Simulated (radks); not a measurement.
Results of a calculation; reference values are marked as such.
Initial-state core-level shifts of the argon ion Ar+ when its valence configuration changes from [Ne] 3s2 3p5. Code: a radial shooting solver on a logarithmic mesh with Libxc functionals. Model: scalar-relativistic Kohn-Sham, SCAN, spin-polarised, spherical densities, finite nucleus; open shells are filled with parallel spins first; meta-GGA in the generalised Kohn-Sham scheme; Fermi nuclear charge, rms radius 3.4274 fm. Shifts are changes of the shell-averaged eigenvalues in eV (positive: less bound); the change of the density at the nucleus, which sets a Mossbauer isomer shift, is in e/bohr^3, on a base of 4348.

| valence | 1s | 2s | 2p | density at nucleus |
|---|---|---|---|---|
| 3s1 3p6 | -1.449 | -1.415 | -1.397 | -17.4283 |
| 3s1.5 3p5.5 | -0.716 | -0.701 | -0.690 | -8.7593 |
